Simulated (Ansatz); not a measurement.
A run for Ansatz (a quantum-chemistry and plane-wave program): R-RI-MP2/aug-cc-pV(T+d)Z on ClH3Si (SMILES [SiH3]Cl) with ghost functions, monomers drawn apart or pushed together. Files ending in .json are basis or fitting sets from the Basis Set Exchange.

Ansatz 0.2 input:
```yaml
crystal:
  periodic: [false, false, false]
  atoms:
    - {symbol: Si, position_ang: [-0.92703308, -0.04246856, 3.52168694]}
    - {symbol: Cl, position_ang: [1.09030288, 0.39160885, 3.64548351]}
    - {symbol: H, position_ang: [-1.58724172, 1.01642609, 2.73537420]}
    - {symbol: H, position_ang: [-1.47406665, -0.08379540, 4.89203757]}
    - {symbol: H, position_ang: [-1.08565951, -1.35291163, 2.86388342]}
basis:
  gaussian:
    orbitals: aug-cc-pV_T+d_Z.json
    fitting: {mean_field: def2-universal-JKFIT, correlation: aug-cc-pVTZ-RIFIT.json}
    ghost_atoms:
      - {symbol: C, position_ang: [0.00177899, -0.09046503, 0.20816642]}
      - {symbol: H, position_ang: [0.38483717, -0.03687533, -0.80989607]}
      - {symbol: H, position_ang: [-0.33411219, -1.10567794, 0.41539288]}
      - {symbol: H, position_ang: [0.79038180, 0.18139651, 0.90802214]}
      - {symbol: H, position_ang: [-0.83479929, 0.59879233, 0.31607937]}
magnetization: {spin_polarized: false}
correlation: {method: mp2, electrons: outside_noble_gas}
scf: {lower_state_search: off}
```

The log:

```
Functional definition: HF
[...]
these checks for a lower state are left out or cut short: stability, starts, cluster_reference, orbital_swaps, neighbouring_geometries, increment
integrals: 0.38 GiB planned
457 factors; integrals over basis functions are off by at most 1.4e0 eV
mean field: 0.60 GiB planned
mean field evaluation 1: about -20414.9603 eV, gradient 1.3e1 eV
mean field evaluation 2: about -20415.6238 eV, gradient 4.4e0 eV
mean field evaluation 4: about -20415.7030 eV, gradient 2.2e-1 eV
mean field evaluation 8: about -20415.7038 eV, gradient 1.7e-6 eV
mean field -20415.70377702 eV, -750.2632755443 hartree, gradient 1.7e-6 eV, S^2 0.000000; 0 other end points of the search recorded, 0 dependent functions left out
10 core orbitals not correlated
722 factors; their error is unknown
reference -20415.70377702 eV, -750.2632755443 hartree; 7, 7 occupied and 300, 300 virtual orbitals, 722 factors
second order -8.89803216 eV of doubles, -0.00000000 eV of singles
Total energy: -20424.60180918 eV, -750.5902721949 hartree
Checks for a lower state left out: stability, starts, cluster_reference, orbital_swaps, neighbouring_geometries, increment
```

The run converged.

Cost: around 3 core-seconds (rough).
